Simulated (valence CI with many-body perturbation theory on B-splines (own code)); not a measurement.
**E1 transitions of Er XXXVIII**

Computed by configuration interaction combined with many-body perturbation theory (CI+MBPT): three valence electrons over a frozen Dirac-Fock core [Ar] 3d10, radial functions for each j: 11 s, 11 p, 9 d, 7 f, 5 g, 2 h, 1 i, with the one-electron correlation potential Σ1, the two-electron term Σ2, the three-electron term Σ3, Breit, model QED; selected CI, second order for the rest (own B-spline code, finite nucleus).

No measured spectrum was set against this ion. As an estimate, large intervals hold to a few tenths of a per cent, small ones and those within an open d or f shell to about a per cent.

Lines 1 to 50 of 270 in falling wavelength, among levels below 458.75 eV, chosen from the strongest by gf and those to the six lowest levels. Wavelengths and rates use the calculated energies. Electric multipoles are in the length gauge, E1 and E2 with the static RPA response of the core. Weak lines are less certain than strong ones. Lines between different terms over intervals too small for the method are left out, as are lines whose strength nearly cancels. Where a level lies close to another of its J and parity, the split of strength between their lines is uncertain. The highest levels of a list are the least certain.

Levels are named by their leading jj configuration (3d3/2^4 stands for four electrons in 3d with j = 3/2), which in mixed levels can hold well under half, so a name can repeat and another be missing. Letters in brackets count levels of one name in rising energy.

```tsv
λ vac (Å)	Upper	Lower	A (s⁻¹)	S (a.u.)
637.9	(4s 4p1/2^2) J=1/2	(4s^2 4p3/2) J=3/2	5.13e+06	1.31e-03
181.6	(4s 4p1/2 4f7/2) J=9/2	(4s^2 4f7/2) J=7/2	4.92e+09	1.46e-01
176.0	(4s 4p1/2 4d3/2) J=5/2	(4s^2 4d3/2) J=3/2	7.22e+09	1.17e-01
175.4	(4s 4p1/2 4f5/2) J=7/2	(4s^2 4f5/2) J=5/2	5.69e+09	1.21e-01
175.3	(4p1/2 4p3/2 4d3/2) J=7/2	(4s 4p3/2 4d3/2) J=5/2 [b]	5.96e+09	1.27e-01
175.1	(4s 4p1/2 4p3/2) J=3/2 [a]	(4s^2 4p3/2) J=3/2	1.54e+09	1.63e-02
172.3	(4s 4p1/2 4d5/2) J=7/2	(4s^2 4d5/2) J=5/2	6.51e+09	1.31e-01
166.5	(4p1/2^2 4d5/2) J=5/2	(4s 4p1/2 4d5/2) J=3/2	4.69e+09	6.41e-02
163.0	(4p1/2 4p3/2 4d5/2) J=9/2	(4s 4p3/2 4d5/2) J=7/2 [b]	7.80e+09	1.67e-01
159.0	(4s 4p1/2 4p3/2) J=5/2	(4s^2 4p3/2) J=3/2	9.87e+09	1.17e-01
158.8	(4p1/2^2 4d5/2) J=5/2	(4s 4p1/2 4d5/2) J=5/2 [c]	6.03e+09	7.15e-02
156.4	(4p1/2 4p3/2 4d5/2) J=7/2 [b]	(4s 4p3/2 4d5/2) J=5/2 [b]	9.34e+09	1.41e-01
156.3	(4p1/2 4p3/2 4d5/2) J=9/2	(4s 4p3/2 4d5/2) J=7/2 [a]	4.64e+09	8.75e-02
154.9	(4p1/2^2 4p3/2) J=3/2	(4s 4p1/2 4p3/2) J=1/2	9.28e+09	6.81e-02
154.8	(4p1/2 4p3/2 4d5/2) J=3/2 [b]	(4s 4p3/2 4d5/2) J=3/2 [b]	1.13e+10	8.30e-02
154.8	(4p1/2^2 4d3/2) J=3/2	(4s 4p1/2 4d3/2) J=1/2	9.88e+09	7.23e-02
154.7	(4p1/2 4p3/2 4d3/2) J=5/2 [a]	(4s 4p3/2 4d3/2) J=5/2 [a]	9.34e+09	1.02e-01
154.4	(4p1/2^2 4d3/2) J=3/2	(4s 4p1/2 4d3/2) J=3/2 [b]	1.08e+10	7.87e-02
154.2	(4p1/2 4p3/2 4d3/2) J=7/2	(4s 4p3/2 4d3/2) J=7/2	7.94e+09	1.15e-01
153.3	(4p1/2 4p3/2 4d5/2) J=1/2	(4s 4p3/2 4d5/2) J=3/2 [b]	1.97e+10	7.02e-02
153.0	(4p1/2 4p3/2 4d5/2) J=7/2 [b]	(4s^2 4f7/2) J=7/2	5.97e+09	8.45e-02
151.6	(4s 4p1/2^2) J=1/2	(4s^2 4p1/2) J=1/2	1.96e+10	6.74e-02
150.8	(4p1/2 4p3/2 4d3/2) J=7/2	(4s 4p3/2 4d3/2) J=5/2 [a]	3.84e+09	5.20e-02
150.7	(4s 4p1/2 4d3/2) J=3/2 [b]	(4s^2 4d3/2) J=3/2	8.04e+09	5.44e-02
149.9	(4s 4p1/2 4f7/2) J=7/2 [a]	(4s 4p3/2 4d5/2) J=7/2 [a]	6.26e+09	8.33e-02
149.8	(4s 4p1/2 4d5/2) J=5/2 [c]	(4s 4p3/2^2) J=3/2	7.49e+09	7.46e-02
149.7	(4p1/2^2 4p3/2) J=3/2	(4s 4p1/2 4p3/2) J=3/2 [b]	1.23e+10	8.12e-02
149.1	(4p1/2 4p3/2 4d3/2) J=3/2 [a]	(4s 4p3/2 4d3/2) J=3/2 [a]	1.21e+10	7.91e-02
148.8	(4p1/2 4p3/2 4d5/2) J=3/2 [b]	(4s 4p3/2 4d5/2) J=1/2	1.22e+10	7.91e-02
148.3	(4p1/2 4p3/2 4d5/2) J=5/2 [a]	(4s 4p3/2 4d5/2) J=7/2 [a]	7.78e+09	7.52e-02
148.2	(4p1/2 4p3/2 4d3/2) J=1/2 [a]	(4s 4p3/2 4d3/2) J=1/2 [a]	1.82e+10	5.85e-02
146.0	(4s 4p1/2 4d5/2) J=5/2 [c]	(4s^2 4d5/2) J=5/2	9.61e+09	8.86e-02
145.6	(4p1/2 4p3/2^2) J=1/2	(4s 4p3/2^2) J=1/2	3.07e+10	9.36e-02
143.9	(4p1/2 4p3/2 4d5/2) J=5/2 [b]	(4s 4p3/2 4d5/2) J=7/2 [a]	7.37e+09	6.51e-02
142.0	(4p1/2 4p3/2 4d5/2) J=5/2 [a]	(4s 4p3/2 4d5/2) J=5/2 [a]	8.68e+09	7.36e-02
141.0	(4p1/2 4p3/2 4d5/2) J=3/2 [a]	(4s 4p3/2 4d5/2) J=5/2 [a]	2.26e+10	1.25e-01
140.2	(4s 4p1/2 4p3/2) J=3/2 [b]	(4s^2 4p3/2) J=3/2	1.24e+10	6.74e-02
140.1	(4s 4p1/2 4d5/2) J=3/2	(4s^2 4d5/2) J=5/2	1.56e+10	8.46e-02
140.0	(4p1/2 4p3/2 4d5/2) J=7/2 [a]	(4s 4p3/2 4d5/2) J=9/2	2.22e+10	2.40e-01
139.8	(4s 4p1/2 4f7/2) J=9/2	(4s 4p3/2 4d5/2) J=7/2 [a]	4.32e+09	5.82e-02
138.8	(4s 4p1/2 4f7/2) J=7/2 [b]	(4s 4p3/2 4d5/2) J=7/2 [a]	6.66e+09	7.03e-02
138.4	(4p1/2 4p3/2^2) J=3/2	(4s 4p3/2^2) J=5/2	2.17e+10	1.14e-01
138.0	(4p1/2 4p3/2 4d5/2) J=5/2 [b]	(4s 4p3/2 4d5/2) J=5/2 [a]	7.06e+09	5.49e-02
137.3	(4p1/2^2 4d5/2) J=5/2	(4s 4p1/2 4d5/2) J=5/2 [b]	1.82e+10	1.40e-01
136.2	(4p1/2^2 4d5/2) J=5/2	(4s 4p1/2 4d5/2) J=7/2	4.15e+10	3.11e-01
135.9	(4s 4p1/2 4p3/2) J=1/2	(4s^2 4p3/2) J=3/2	1.89e+10	4.69e-02
135.4	(4p1/2 4p3/2 4d3/2) J=5/2 [b]	(4s 4p3/2 4d3/2) J=7/2	1.44e+10	1.06e-01
134.6	(4p1/2^2 4d3/2) J=3/2	(4s 4p1/2 4d3/2) J=5/2	4.48e+10	2.16e-01
132.9	(4p1/2^2 4p3/2) J=3/2	(4s 4p1/2 4p3/2) J=5/2	5.04e+10	2.34e-01
132.9	(4s 4p1/2 4d5/2) J=5/2 [b]	(4s 4p3/2^2) J=5/2	1.66e+10	1.15e-01
```
